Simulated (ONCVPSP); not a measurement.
# Plane-wave convergence, ONCV potential for nickel

nickel (Ni), optimised norm-conserving Vanderbilt (ONCV), made with ONCVPSP 4.0.1 (PBE, scalar-relativistic). Core [Ne], reference 3s2 3p6 3d8 4s2. Waves: 3s+4s: rc 1.00 bohr, ncon 5, nbas 8, qcut 10.3 1/bohr, 2 projectors; 3p: rc 1.00 bohr, ncon 5, nbas 10, qcut 11.8 1/bohr, 2 projectors, debl 2.9 Ha; 3d: rc 1.55 bohr, ncon 4, nbas 9, qcut 8.5 1/bohr, 2 projectors, debl 2.5 Ha; f scattering state at 0.44 Ha: rc 1.00 bohr, ncon 5, nbas 9, qcut 10.3 1/bohr, local. Local part: the f channel. Core correction: polynomial model core, fcfact 0.2.

**Question.** For each optimised wave give the share of its norm inside rc, the residual kinetic energy above qcut (Ha) and the cutoffs (Ha) for errors of 10, 1, 0.1 and 0.01 mHa per electron.

**Answer.**

```json
{"wave": "3s", "norm inside rc": "0.838", "residual KE": "1.6e-03", "10 mHa": "42.8", "1 mHa": "68.7", "0.1 mHa": "155.9", "0.01 mHa": "180.8"}
{"wave": "4s", "norm inside rc": "0.027", "residual KE": "2.0e-04", "10 mHa": "29.2", "1 mHa": "44.5", "0.1 mHa": "58.2", "0.01 mHa": "144.1"}
{"wave": "3p", "norm inside rc": "0.788", "residual KE": "2.2e-05", "10 mHa": "31.4", "1 mHa": "39.0", "0.1 mHa": "46.2", "0.01 mHa": "152.4"}
{"wave": "p projector 2", "norm inside rc": "0.044", "residual KE": "4.2e-06", "10 mHa": "24.1", "1 mHa": "33.2", "0.1 mHa": "40.6", "0.01 mHa": "60.6"}
{"wave": "3d", "norm inside rc": "0.849", "residual KE": "4.6e-04", "10 mHa": "29.4", "1 mHa": "34.5", "0.1 mHa": "91.1", "0.01 mHa": "136.5"}
{"wave": "d projector 2", "norm inside rc": "0.119", "residual KE": "1.6e-03", "10 mHa": "31.0", "1 mHa": "39.1", "0.1 mHa": "140.4", "0.01 mHa": "166.4"}
{"wave": "f projector 1", "norm inside rc": "0.000", "residual KE": "3.7e-07", "10 mHa": "1.2", "1 mHa": "2.9", "0.1 mHa": "10.1", "0.01 mHa": "26.1"}
```

The occupied waves need 69 Ha and 156 Ha for 1 and 0.1 mHa. Rows with under 1 % of the norm inside rc give no meaningful cutoff.
